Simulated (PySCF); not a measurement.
Start geometry of `C[N+]1(C)[BH2-]CC[C@H]1B(O)O` from GFN2-xTB (Å):
```
atom  x, y, z in Å
C1    -1.0233   -0.8242    1.0979
N2    -0.7540   -0.2413   -0.2242
C3    -1.2079   -1.1774   -1.2572
B4    -1.4326    1.2382   -0.3801
C5    -0.3815    2.1641    0.4015
C6     0.9183    1.3558    0.4775
C7     0.7012    0.0753   -0.3586
B8     1.7773   -1.0854   -0.0582
O9     3.0574   -0.7914    0.2346
O10    1.4179   -2.4009   -0.0724
H11   -2.1191   -1.0048    1.1707
H12   -0.4816   -1.7228    1.2605
H13   -0.8149   -0.0672    1.8533
H14   -0.6952   -2.1313   -1.1326
H15   -0.9820   -0.7735   -2.2326
H16   -2.2637   -1.3021   -1.1534
H17   -2.5457    1.1865    0.1154
H18   -1.5178    1.4749   -1.5412
H19   -0.6951    2.4365    1.4226
H20   -0.2237    3.1164   -0.1061
H21    1.7573    1.9064    0.0693
H22    1.1771    1.0625    1.5020
H23    0.8201    0.3888   -1.4295
H24    3.2927    0.1313    0.2468
H25    2.1711   -3.0025    0.0933
```

**Question.** What comes out of this run: PBE0-D3(BJ)/def2-SVP geometry optimisation, gas phase (PySCF 2.14.0)?

**Answer.** 
```
atom  x, y, z in Å
C1    -1.1085   -0.7069    1.1158
N2    -0.7280   -0.2657   -0.2369
C3    -1.1520   -1.2704   -1.2221
B4    -1.4052    1.2055   -0.5581
C5    -0.3863    2.1931    0.2413
C6     0.9186    1.3867    0.4085
C7     0.7330    0.0427   -0.3199
B8     1.7556   -1.0926    0.1160
O9     3.0370   -0.7815    0.4574
O10    1.3922   -2.4030    0.1367
H11   -2.1945   -0.8562    1.1418
H12   -0.5933   -1.6426    1.3770
H13   -0.8562    0.0760    1.8410
H14   -0.7042   -2.2489   -1.0012
H15   -0.8515   -0.9319   -2.2211
H16   -2.2474   -1.3384   -1.1975
H17   -2.5733    1.1583   -0.1862
H18   -1.3120    1.3164   -1.7801
H19   -0.7601    2.5119    1.2279
H20   -0.2085    3.1171   -0.3290
H21    1.7978    1.9066   -0.0096
H22    1.1506    1.2132    1.4741
H23    0.9054    0.2294   -1.3957
H24    3.2081    0.1654    0.4624
H25    2.1240   -2.9677    0.4135
```

The energy falls by 16.6 kJ/mol over 8 energy and gradient evaluations, the largest force component goes from 0.0347 to 3.3e-04 Eh/bohr, and the atoms move by 0.052 Å rms after alignment. The bond that changes most is B4–H18 (four-coordinate boron to B–H hydrogen), which lengthens by 0.043 Å. Bonds longer at the end by more than 0.005 Å: 15 of 25; shorter: 4. Among the angles that change most is N2–B4–H18, from 107.6° to 104.0°. Rotational constants go from 1863, 1136, 839.8 to 1848, 1139, 840.3 MHz. The orientation of the end geometry is arbitrary; only internal coordinates are fixed.

The run used 215 basis functions and 54 SCF cycles in all. The run took 4.1 min wall on one thread of an Arm Neoverse V1, on a shared host, and the process peaked at 1.1 GiB of memory.

Not checked by PBE0-D3(BJ)/def2-SVP frequencies. One conformer, not necessarily the lowest.
